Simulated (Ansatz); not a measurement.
Bond stretch in NaF, singlet.

Methods: RMP2 = MP2 on RHF/cc-pVDZ, frozen core run with Ansatz (a program for electronic structure); UKS-PBE = unrestricted PBE/cc-pVDZ (Ansatz); FCI = full CI/cc-pVDZ, frozen core in Ansatz.

Energies relative to the lowest point of each curve near equilibrium, in eV:

```
R / Å   RMP2  UKS-PBE
-----  -----  -------
1.52   2.099    1.988
1.87   0.014    0.013
1.92   0.000    0.000
1.95   0.008    0.007
2.02   0.061    0.055
2.12   0.197    0.181
2.23   0.397    0.366
2.39   0.734    0.675
3.45   3.028    2.556
4.28   4.329    3.265
5.22   5.170    3.581
5.70   5.441    3.661
```

Question: Estimate the FCI values at these points.

Answer: 1.52: 2.092; 1.87: 0.013; 1.92: 0.000; 1.95: 0.008; 2.02: 0.061; 2.12: 0.196; 2.23: 0.394; 2.39: 0.728; 3.45: 2.955; 4.28: 4.001; 5.22: 4.224; 5.70: 4.241 (eV).

The scan ran from 1.52 to 7.76 Å; beyond the distances shown full CI changes its symmetry label. The restricted form behind RMP2 keeps the bonding electrons paired and can't separate into open-shell fragments. The T1 diagnostic of CCSD on the restricted reference of RMP2 exceeds 0.045 at 3.45 to 5.70 Å. The unrestricted determinant behind UKS-PBE is spin-contaminated at 3.19 to 5.70 Å (<S²> up to 0.6, against 0.00 for a pure singlet).
